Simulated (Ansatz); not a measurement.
F₂H₄SSi₂, SMILES `F[SiH2]S[SiH2]F` at its PBE0-D4/def2-TZVP geometry, where that method's forces vanish. Charge 0, multiplicity 1.

```tsv
atom	x (Å)	y (Å)	z (Å)
F1	-2.215	-0.936	0.629
Si2	-1.568	0.253	-0.215
S3	0.011	1.168	0.872
Si4	1.569	-0.152	0.290
F5	2.211	0.313	-1.095
H6	-2.608	1.281	-0.424
H7	-1.064	-0.329	-1.478
H8	1.046	-1.522	0.093
H9	2.618	-0.075	1.327
```

Q: For each bond, give half the difference of the two atoms' forces along it (eV/Å; positive pushes the atoms apart) under PBE-D4, r2SCAN-D4, B3LYP-D4, ωB97M-V in def2-TZVPP. (An estimate is asked.)

A: The calculation gave: 
| bond | length (Å) | PBE-D4 | r2SCAN-D4 | B3LYP-D4 | ωB97M-V |
| --- | --- | --- | --- | --- | --- |
| F1–Si2 | 1.595 | 0.53 | 0.04 | 0.21 | 0.18 |
| Si2–S3 | 2.124 | 0.06 | 0.04 | 0.14 | 0.04 |
| Si2–H6 | 1.477 | 0.03 | -0.04 | -0.17 | -0.18 |
| Si2–H7 | 1.479 | 0.01 | -0.03 | -0.12 | -0.16 |
| S3–Si4 | 2.124 | 0.06 | 0.04 | 0.14 | 0.04 |
| Si4–F5 | 1.595 | 0.53 | 0.04 | 0.21 | 0.18 |
| Si4–H8 | 1.479 | 0.01 | -0.03 | -0.12 | -0.16 |
| Si4–H9 | 1.477 | 0.03 | -0.04 | -0.17 | -0.18 |

B3LYP here is the variant with VWN-RPA as its local correlation; programs differ in this.

Results of the Gaussian-basis code of Ansatz.
